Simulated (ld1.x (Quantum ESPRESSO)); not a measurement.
Values are calculated unless marked as measured or tabulated.
# Hardness and transferability of assorted potentials

Generated with ld1.x 7.5 (TM, RRKJ, ultrasoft, PAW), atompaw 4.2 or ONCVPSP 4.0.1. The cutoff is in Ry: for ld1.x and atompaw files where the sum of valence levels is converged to 10 mRy in a Bessel basis, for ONCV files where the hardest occupied wave has 1 mHa per electron of residual kinetic energy. The error is the largest all-electron minus pseudo excitation energy over each file’s own four to seven test configurations (ionisations up to +4, promotions, holes and added fractions of an electron), all of which were solved. The labels leave out finer settings (local radius, basis sizes, second energies), which also bear on the numbers. Spin-polarised tests are not counted. The rows are a selection from randomly drawn settings: files with unsolved tests, undetermined cutoffs or missed reference levels are left out.

A true bound ghost makes a file unfit for plane-wave use even where its test errors are small: the radial tests pick states by their node count and pass the ghost by.

| element | potential | cutoff (Ry) | largest error (meV) | bound ghosts |
| --- | --- | --- | --- | --- |
| Mn | TM semilocal, LDA (PZ), scalar-relativistic, rc 2.35/0.90/1.25 (spd), local p, core correction yes, reference 3p6 3d5 4s0 4p0 | 140 | -368 | none |
| Fe | RRKJ, PBE, scalar-relativistic, rc 2.10/3.45/1.10 (spd), local smoothed, core correction no, reference 3d6.5 4s1.5 4p0 | 140 | -200 | none |
| Cu | RRKJ, PBEsol, scalar-relativistic, rc 1.00/1.10/1.40 (spd), local s, core correction no, reference 3s2 3p6 3d8 4s0 4p0 | 140 | +940 | none |
| Te | RRKJ, PBEsol, scalar-relativistic, rc 1.35/1.85/1.30 (spd), local s, core correction yes, reference 4d10 5s1.75 5p4.25 | 100 | -213 | none |

Question: Fill in the row for Ta: TM, PBE, scalar-relativistic, rc 2.15/3.05/2.25 (spd), local smoothed, core correction yes, reference 5d3 6s1.75 6p0.25.

Answer: cutoff 30 Ry, largest error -104 meV, bound ghosts: s.

Question: Fill in the row for F: TM semilocal, LDA (PZ), scalar-relativistic, rc 0.50/1.55/1.60 (spd), local d, core correction yes, reference 2s2 2p5.

Answer: cutoff 300 Ry, largest error +3091 meV, bound ghosts: none.
